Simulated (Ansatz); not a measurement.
Species: sum formula GeBrCl$_{2}$, net charge 0, doublet state. It need not be the lowest isomer of its formula. 
Geometry from a B3LYP-D3(BJ)/def2-TZVP (Ansatz, a first-principles code) optimisation:
```
Ge
Cl 1 2.1764
Cl 1 2.1764 2 107.77
Br 1 2.3403 2 109.24 3 118.58
```
Charge 0, spin multiplicity 2.

Dipole moments at this geometry, in debye (magnitudes).

```tsv
level	program	dipole (D)
SVWN5/def2-TZVPD	Ansatz	0.98
PBE/def2-TZVPD	Ansatz	1.03
BLYP/def2-TZVPD	Ansatz	1.06
revPBE/def2-TZVPD	Ansatz	1.05
r2SCAN/def2-TZVPD	Ansatz	1.08
B97M-V/def2-TZVPD	Ansatz	1.13
PBE0/def2-TZVPD	Ansatz	1.15
BHLYP/def2-TZVPD	Ansatz	1.29
r2SCAN0/def2-TZVPD	Ansatz	1.18
CAM-B3LYP/def2-TZVPD	Ansatz	1.23
LC-wPBE/def2-TZVPD	Ansatz	1.25
wB97X-V/def2-TZVPD	Ansatz	1.21
CCSD(T)/def2-SVPD	Ansatz	1.18
```
